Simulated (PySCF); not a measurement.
B2O2, charge +1, doublet (typed; the unrestricted solution is spin-contaminated), at a GFN2-xTB geometry of the parent state (a state made from the parent by changing its charge; the spin is typed, not shown lowest); MP2/3-21G run with PySCF.

Here is a job for PySCF.
```python
from pyscf import gto, scf, mp

mol = gto.Mole()
mol.atom = '''
    O    -0.000000   -0.000000   -2.027430
    B    -0.000000   -0.000000   -0.763536
    B     0.000000    0.000000    0.763536
    O     0.000000    0.000000    2.027430
'''
mol.basis = '3-21g'
mol.charge = 1
mol.spin = 1
mol.verbose = 4
mol.build()

mf = scf.UHF(mol)
mf.kernel()

pt = mp.MP2(mf)
pt.kernel()
print('E(MP2) = %.10f' % pt.e_tot)
```

Problem. Predict the main parts of the log of this PySCF run.

Solution. 
```
PySCF version 2.14.0

[INPUT] verbose = 4
[INPUT] num. atoms = 4
[INPUT] num. electrons = 25
[INPUT] charge = 1
[INPUT] spin (= nelec alpha-beta = 2S) = 1
[INPUT] symmetry False subgroup None
[INPUT] Mole.unit = angstrom
[INPUT] Symbol           X                Y                Z      unit          X                Y                Z       unit  Magmom
[INPUT]  1 O      0.000000000000   0.000000000000  -2.027430000000 AA    0.000000000000   0.000000000000  -3.831287436727 Bohr   0.0
[INPUT]  2 B      0.000000000000   0.000000000000  -0.763536000000 AA    0.000000000000   0.000000000000  -1.442873926246 Bohr   0.0
[INPUT]  3 B      0.000000000000   0.000000000000   0.763536000000 AA    0.000000000000   0.000000000000   1.442873926246 Bohr   0.0
[INPUT]  4 O      0.000000000000   0.000000000000   2.027430000000 AA    0.000000000000   0.000000000000   3.831287436727 Bohr   0.0

nuclear repulsion = 65.6788751080946
number of shells = 20
number of NR pGTOs = 60
number of NR cGTOs = 36
basis = 3-21g
ecp = {}

******** <class 'pyscf.scf.uhf.UHF'> ********
method = UHF
initial guess = minao
damping factor = 0
level_shift factor = 0
DIIS = <class 'pyscf.scf.diis.CDIIS'>
diis_start_cycle = 1
diis_space = 8
diis_damp = 0
SCF conv_tol = 1e-09
SCF conv_tol_grad = None
SCF max_cycles = 50
direct_scf = True
direct_scf_tol = 1e-13
number electrons alpha = 13  beta = 12
Set gradient conv threshold to 3.16228e-05
init E= -198.252761679611

cycle= 1 E= -197.403100375193  delta_E= 0.85  |g|= 0.507  |ddm|= 1.63
cycle= 2 E= -197.508662173119  delta_E= -0.106  |g|= 0.519  |ddm|= 0.849
cycle= 3 E= -197.619506416373  delta_E= -0.111  |g|= 0.0752  |ddm|= 0.602
cycle= 4 E= -197.633310967114  delta_E= -0.0138  |g|= 0.053  |ddm|= 0.147
cycle= 5 E= -197.64377817557  delta_E= -0.0105  |g|= 0.0268  |ddm|= 0.149
cycle= 6 E= -197.64647756733  delta_E= -0.0027  |g|= 0.00743  |ddm|= 0.109
cycle= 7 E= -197.646595307317  delta_E= -0.000118  |g|= 0.00497  |ddm|= 0.0212
cycle= 8 E= -197.646677023486  delta_E= -8.17e-05  |g|= 0.0029  |ddm|= 0.0296
cycle= 9 E= -197.646698461941  delta_E= -2.14e-05  |g|= 0.00125  |ddm|= 0.0119
cycle= 10 E= -197.646702452992  delta_E= -3.99e-06  |g|= 0.000215  |ddm|= 0.00512
cycle= 11 E= -197.646702569736  delta_E= -1.17e-07  |g|= 4.76e-05  |ddm|= 0.0009
cycle= 12 E= -197.64670257697  delta_E= -7.23e-09  |g|= 1.03e-05  |ddm|= 0.000181
cycle= 13 E= -197.646702577155  delta_E= -1.85e-10  |g|= 3.28e-06  |ddm|= 3.43e-05
Extra cycle  E= -197.646702577161  delta_E= -6.59e-12  |g|= 1.64e-06  |ddm|= 6.65e-06
converged SCF energy = -197.646702577161  <S^2> = 1.2778122  2S+1 = 2.472094

******** <class 'pyscf.mp.ump2.UMP2'> ********
nocc = (np.int64(13), np.int64(12)), nmo = (36, 36)
E(UMP2) = -197.939140726559  E_corr = -0.292438149397673
E(SCS-UMP2) = -197.928180596828  E_corr = -0.281478019667299
E_corr(same-spin) = -0.0801320303191248
E_corr(oppo-spin) = -0.212306119078548
E(MP2) = -197.9391407266
```
